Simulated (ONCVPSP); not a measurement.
**Potentials for neon compared**

Generated with ld1.x 7.5 (TM, RRKJ, ultrasoft, PAW), atompaw 4.2 or ONCVPSP 4.0.1. The cutoff is in Ry: for ld1.x and atompaw files where the sum of valence levels is converged to 10 mRy in a Bessel basis, for ONCV files where the hardest occupied wave has 1 mHa per electron of residual kinetic energy. The error is the largest all-electron minus pseudo excitation energy over each file’s own four to seven test configurations (ionisations up to +4, promotions, holes and added fractions of an electron), all of which were solved. The labels leave out finer settings (local radius, basis sizes, second energies), which also bear on the numbers. Spin-polarised tests are not counted. The rows are a selection from randomly drawn settings: files with unsolved tests, undetermined cutoffs or missed reference levels are left out.

```csv
potential,cutoff (Ry),largest error (meV),bound ghosts
"ONCV, PBEsol, scalar-relativistic, rc 0.50/0.85 (sp), local smoothed, core correction yes, reference 2s2 2p4, qcut 10.7/16.7, projectors 1/2",237,+165,none
"ONCV, LDA (Perdew-Zunger), non-relativistic, rc 0.50/1.05/0.85 (spd), local smoothed, core correction no, reference 2s2 2p3, qcut 12/15.1/11.5, projectors 1/2/2",155,+457,none
"ONCV, LDA (Perdew-Wang 92), scalar-relativistic, rc 0.65/1.05/1.00 (spd), local smoothed, core correction yes, reference 2s2 2p6, qcut 9.5/13.8/10.7, projectors 2/2/2",440,+795,none
"ONCV, revPBE, scalar-relativistic, rc 0.60/1.15/1.25 (spd), local s, core correction yes, reference 2s2 2p6, qcut 11.5/12.6/8.3, projectors 0/1/2",149,+1197,none
"ONCV, PBE, scalar-relativistic, rc 0.50/1.20/1.10 (spd), local smoothed, core correction yes, reference 2s2 2p6, qcut 14.3/9.6/8.1, projectors 1/3/1",146,+2650,none
"ONCV, LDA (Perdew-Wang 92), fully relativistic, rc 0.75/0.80 (sp), local s, core correction yes, reference 2s2 2p5, qcut 11.3/14.6, projectors 0/3",172,+86,none
```

**Question.** Fill in the row for Ne: ONCV, PBE, non-relativistic, rc 0.50/1.30/1.25 (spd), local s, core correction yes, reference 2s2 2p5.5, qcut 10.9/13.2/6.5, projectors 0/2/1.

**Answer.** cutoff 204 Ry, largest error +582 meV, bound ghosts: none.
